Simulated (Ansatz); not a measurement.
**Lu(NO2)3 in a box, plane waves**

Ansatz 0.2.0, DFT PBE, scalar-relativistic, plane waves, PAW, molecule in a box. The geometry was relaxed with Gaussian bases (B3LYP; Lu lcecp-1-SVP with ECP60, O def2-SVP, N def2-SVP).

```yaml
crystal:
  lattice:
    - [13.12, 0.0, 0.0]
    - [0.0, 13.76, 0.0]
    - [0.0, 0.0, 11.07]
  atoms:
    - { symbol: Lu, position: [0.44767912, 0.49993096, 0.50001987] }
    - { symbol: O, position: [0.60320808, 0.51210102, 0.59353659] }
    - { symbol: O, position: [0.60320808, 0.48776017, 0.40650407] }
    - { symbol: "N", position: [0.65706021, 0.49993023, 0.50001987] }
    - { symbol: O, position: [0.35886052, 0.62227326, 0.59353659] }
    - { symbol: O, position: [0.38096875, 0.63444331, 0.40650407] }
    - { symbol: "N", position: [0.34298857, 0.67282703, 0.50001987] }
    - { symbol: O, position: [0.38096799, 0.3654186, 0.59353659] }
    - { symbol: O, position: [0.35886052, 0.37758866, 0.40650407] }
    - { symbol: "N", position: [0.3429878, 0.32703488, 0.50001987] }
basis:
  ecutwfc: 420
  ecutrho_ratio: 4
kpoints:
  mp_grid: { grid: [1, 1, 1] }
hamiltonian:
  xc: pbe
scf:
  occupations: { method: gaussian, width: 0.01 }
output:
  forces: true
  eigenvalues: true
  populations: true
  hubbard: { sites: [{ species: Lu, l: f }] }
```

Command:
```sh
ansatz run input.yaml --threads 4 --pin off --max-ram 8192MiB --backend cpu --events-out ev --progress --plain --runs-dir out
```
It took 6.1 s on 4 threads of Arm Neoverse N1, with other jobs on the host, peak memory 1.1 GiB.

How does the SCF go?


```
SCF iter   1: F=—  HF=-19281.703641 eV  |F-HF|=—  |Δ(HF+E_count)|=         —  Δρ=2.18e-3
preconditioner: auto → Resta (q_TF=auto, 1.582 Å⁻¹)  ε∞=1.4  [insulator: Δε(μ)=2.846 eV  Ē_g=11.011 eV  σ=0.010 eV  W_gap=1.00  n_
SCF iter   2: F=—  HF=-19281.692188 eV  |F-HF|=—  |Δ(HF+E_count)|=   1.15e-2  Δρ=1.22e-3
SCF iter   3: F=—  HF=-19281.698638 eV  |F-HF|=—  |Δ(HF+E_count)|=   6.45e-3  Δρ=5.29e-4
SCF iter   4: F=—  HF=-19281.703894 eV  |F-HF|=—  |Δ(HF+E_count)|=   5.26e-3  Δρ=2.49e-4
SCF iter   5: F=—  HF=-19281.706233 eV  |F-HF|=—  |Δ(HF+E_count)|=   2.34e-3  Δρ=7.56e-5
SCF iter   6: F=—  HF=-19281.706491 eV  |F-HF|=—  |Δ(HF+E_count)|=   2.59e-4  Δρ=2.22e-5
SCF iter   7: F=—  HF=-19281.706497 eV  |F-HF|=—  |Δ(HF+E_count)|=   5.27e-6  Δρ=1.41e-5
SCF iter   8: F=—  HF=-19281.706497 eV  |F-HF|=—  |Δ(HF+E_count)|=   7.21e-7  Δρ=4.28e-6
SCF iter   9: F=-19281.706498 eV  HF=-19281.706498 eV  |F-HF|=1.35e-7  |Δ(HF+E_count)|=   4.48e-7  Δρ=1.73e-6
```

Which levels lie next to the highest filled one (eV, counted from it)?

Filled: -3.57, -1.90, -1.89, -1.73, -1.18, -1.18, -0.87, -0.64, -0.01, 0.00. Empty: 2.81, 2.82, 3.34, 4.71, 6.20, 6.21, 6.23, 6.81.

How is the f shell of Lu1 filled?

Natural occupations, full = 1; each spin alike: 1.00, 1.00, 1.00, 1.00, 1.00, 1.00, 1.00; in all 13.99 e.

What forces are left at this geometry, relaxed with Gaussian bases (eV/Å)?


```
Lu  -0.01  0.00  0.00
O   -0.47  0.12  0.86
O   -0.47 -0.12 -0.86
N    0.67  0.00  0.00
O    0.13 -0.47  0.85
O    0.34 -0.35 -0.86
N   -0.33  0.58  0.00
O    0.34  0.35  0.86
O    0.13  0.47 -0.85
N   -0.33 -0.58  0.00
```

The highest of the empty levels listed lie near the vacuum level and may be states of the box.

The forces come from the other functional as well as from the basis.

An lcecp potential fixes the number of 4f electrons, so in runs with it no electron can move into or out of that shell.
